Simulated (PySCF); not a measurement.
Dipole response of Re²⁺ (rhenium, charge +2)

[Xe] 4f14 5d5, high-spin 6S determinant. Computed with PySCF 2.14 in aug-cc-pVTZ-PP with ECP60MDF (6s6p5d3f2g, 88 functions), with a scalar-relativistic core potential. Coupled (time-dependent) response in atomic units; α is the mean over directions.

| method | mean α (bohr³) | C₆ (like pair) | S(−4) |
| --- | --- | --- | --- |
| UHF | 11.08 | 67.76 | 39.03 |
| PBE | 12.39 | 76.62 | 54.81 |
| PBE0 | 11.87 | 73.13 | 47.90 |

S(−4) is the Cauchy moment in α(ω) = α(0) + S(−4) ω² + …

α(iu) at UHF:

```
u (hartree)  α(iu) (bohr³)
          0          11.08
     0.0500          10.99
      0.100          10.72
      0.200          9.827
      0.300          8.787
      0.500          6.958
      0.750          5.325
       1.00          4.195
       1.50          2.776
       2.00          1.954
       3.00          1.099
       5.00         0.4732
```

A single London oscillator, α(iu) = α/(1 + u²/ω²), gives C₆ = (3/4) ω α². Matching the computed C₆ needs ω = 4 × 67.76 / (3 × 11.08²) = 0.736 hartree.

For an ion, C₆ is the dispersion term alone; charge-induced terms of lower order in 1/R come first.

Energies and moments cover only the electrons outside the core potential. Spin-orbit coupling, which splits the p, d and f shells strongly at this Z, is absent.
